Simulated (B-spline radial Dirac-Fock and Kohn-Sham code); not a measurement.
Z = 21 (scandium), transition energy 37.9 keV. These are calculated numbers from a B-spline atomic structure program; the model is a Dirac-Hartree-Slater potential of the neutral atom with a Latter tail (no hole, which puts coefficients of high multipoles low close above an edge), finite nucleus with surface currents. Subshells that would emit electrons below 1 keV are left out.

**Question.** A pure transition shows α(K) = 2680, L1/L2 = 5.67 and L1/L3 = 1.61. What is its multipolarity?
A. M1
B. E4
C. M4
D. M2
E. E3
F. E1
G. M3
H. E2

**Answer.** C. For comparison, α(K), L1/L2, L1/L3 are E1 0.467, 28.5, 15.4; E2 12.1, 6.47, 3.74; E3 257, 1.76, 1.05; E4 5280, 0.658, 0.398; M1 0.199, 26.5, 56.8; M2 5.01, 13.4, 11.8; M3 116, 8.21, 3.45.
